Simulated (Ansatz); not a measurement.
Total energies of N-butylpyridinium bromide (C₉H₁₄BrN) from Ansatz at PBE-D4/def2-TZVP, gas phase (1 Eh = 27.2114 eV = 2625.5 kJ/mol). The reference geometry is relaxed at r2SCAN-D4/def2-SVP.

Cartesian coordinates in Å:
```
C -2.713 2.734 -0.081
C -2.305 1.426 0.586
C -0.921 0.953 0.148
C -0.524 -0.347 0.843
N 0.746 -0.903 0.354
C 0.724 -2.000 -0.473
C 1.974 -2.571 -0.847
C 3.146 -1.909 -0.580
C 3.109 -0.669 0.115
C 1.901 -0.203 0.563
H -2.009 3.546 0.167
H -3.717 3.054 0.238
H -2.725 2.630 -1.177
H -2.332 1.541 1.687
H -3.045 0.641 0.345
H -0.174 1.738 0.369
H -0.898 0.779 -0.941
H -0.438 -0.205 1.935
H -1.294 -1.113 0.667
H -0.171 -2.614 -0.407
H 1.954 -3.512 -1.401
H 4.104 -2.331 -0.897
H 4.016 -0.100 0.320
H 1.796 0.722 1.135
Br -0.205 -1.284 -2.671
```

```csv
state,geometry,energy (Eh)
charge 0 singlet,reference,-2979.53449
charge 1 doublet,reference,-2979.25803
charge -1 doublet,reference,-2979.54053
charge -1 doublet,relaxed at r2SCAN-D4/def2-SVP,-2979.58350
free C atom (triplet),–,-37.79597
free N atom (quartet),–,-54.53214
free H atom (doublet),–,-0.49962
free Br atom (doublet),–,-2573.72072
```

(1) Work out the vertical ionisation energy to the doublet.

(2) Work out the vertical electron affinity, to the doublet.

(3) Give the fundamental gap IE − EA, the Mulliken electronegativity (IE + EA)/2 and the hardness (IE − EA)/2.

(4) How much does the charge -1 doublet relax, and what is the adiabatic electron affinity?

(5) What is the binding energy per atom against free atoms?

(1) E(charge 1 doublet) − E(charge 0 singlet) = -2979.25803 − (-2979.53449) = 0.27646 Eh = 7.52 eV. For comparison, −ε of the highest occupied level is 4.95 eV at this level, 2.57 eV less.

(2) E(charge 0 singlet) − E(charge -1 doublet) = -2979.53449 − (-2979.54053) = 0.00604 Eh = 0.16 eV. The basis lacks diffuse functions, which makes affinities too small.

(3) From the values in Eh: IE − EA = 0.27646 − 0.00604 = 0.27042 Eh = 7.36 eV; (IE + EA)/2 = 3.84 eV; (IE − EA)/2 = 3.68 eV. The HOMO–LUMO gap of the same run is 2.45 eV, 4.91 eV smaller than the fundamental gap.

(4) Relaxation: -2979.54053 − (-2979.58350) = 0.04297 Eh = 1.17 eV. Adiabatic electron affinity: 0.04901 Eh = 1.33 eV, without zero-point energy. Bonds change on the way (1 lost, 0 formed), so the relaxed form is another species. 

(5) Atoms: 9 × (-37.79597) + 1 × (-54.53214) + 14 × (-0.49962) + 1 × (-2573.72072) = -2975.41127 Eh. Binding: -2975.41127 − (-2979.53449) = 4.12322 Eh = 112.20 eV, or 4.49 eV for each of 25 atoms (no zero-point energy, no counterpoise term).

At PBE-D4/def2-TZVP the highest occupied level of the charge -1 doublet lies above zero (up to 2.23 eV). By energy differences its removal costs 0.16 eV (vertical, to the charge 0 singlet, at PBE-D4/def2-TZVP); self-interaction error and the lack of diffuse functions both raise the level. At PBE-D4/def2-TZVP the highest occupied level of the relaxed charge -1 doublet lies above zero (up to 0.75 eV). By energy differences its removal costs 1.33 eV (each at its own geometry, to the charge 0 singlet, at PBE-D4/def2-TZVP); self-interaction error and the lack of diffuse functions both raise the level.
